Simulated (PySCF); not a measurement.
silylmethoxysilane (CH8OSi2), SMILES [SiH3]CO[SiH3].

Geometry optimised at B3LYP-D3(BJ)/def2-SVP. The values are those of a single conformer.

These are TDDFT-LC-ωPBE/def2-SVPD run with PySCF values and carry that method's errors.

Vertical excitations. Isolated molecule, no solvent.

Computed excitation energies, oscillator strengths and character:
| state | energy (eV) | λ (nm) | f | main pairs |
|---|---|---|---|---|
| S1 | 7.02 | 177 | 0.003 | HOMO→LUMO 59 %, HOMO→LUMO+1 22 % |
| S2 | 7.92 | 157 | 0.026 | HOMO→LUMO+3 43 %, HOMO→LUMO 24 %, HOMO→LUMO+1 20 % |
| S3 | 8.16 | 152 | 0.012 | HOMO−1→LUMO 50 %, HOMO−1→LUMO+1 24 % |
| S4 | 8.31 | 149 | 0.069 | HOMO→LUMO+4 37 %, HOMO→LUMO+2 15 %, HOMO→LUMO+1 13 % |
| S5 | 8.64 | 143 | 0.003 | HOMO→LUMO+4 14 %, HOMO→LUMO+8 11 %, HOMO→LUMO+5 7 %, HOMO−2→LUMO 7 % |
| S6 | 8.80 | 141 | 0.021 | HOMO→LUMO+6 20 %, HOMO→LUMO+1 13 %, HOMO→LUMO+3 12 %, HOMO→LUMO+4 9 % |
| S7 | 8.82 | 141 | 0.038 | HOMO→LUMO+5 42 %, HOMO→LUMO+3 12 %, HOMO→LUMO+1 7 % |
| S8 | 8.93 | 139 | 0.094 | HOMO→LUMO+2 29 %, HOMO→LUMO+6 26 %, HOMO→LUMO+4 10 % |
| S9 | 8.99 | 138 | 0.006 | HOMO→LUMO+5 14 %, HOMO−2→LUMO 12 %, HOMO−1→LUMO 9 %, HOMO−5→LUMO 7 % |
| S10 | 9.17 | 135 | 0.044 | HOMO→LUMO+6 20 %, HOMO→LUMO+2 17 %, HOMO−4→LUMO 9 %, HOMO−1→LUMO+1 7 % |
| T1 | 6.57 | 189 | 0 | HOMO→LUMO 48 %, HOMO→LUMO+1 26 % |
| T2 | 7.49 | 166 | 0 | HOMO→LUMO+3 42 %, HOMO→LUMO 27 %, HOMO→LUMO+1 11 % |
| T3 | 7.63 | 162 | 0 | HOMO−1→LUMO 41 %, HOMO−1→LUMO+1 24 % |
| T4 | 7.80 | 159 | 0 | HOMO→LUMO+4 21 %, HOMO→LUMO+2 14 %, HOMO−4→LUMO 9 %, HOMO−4→LUMO+1 8 % |
Triplets are in the Tamm–Dancoff approximation, which puts them higher than full response would, so one can lie above its singlet here.
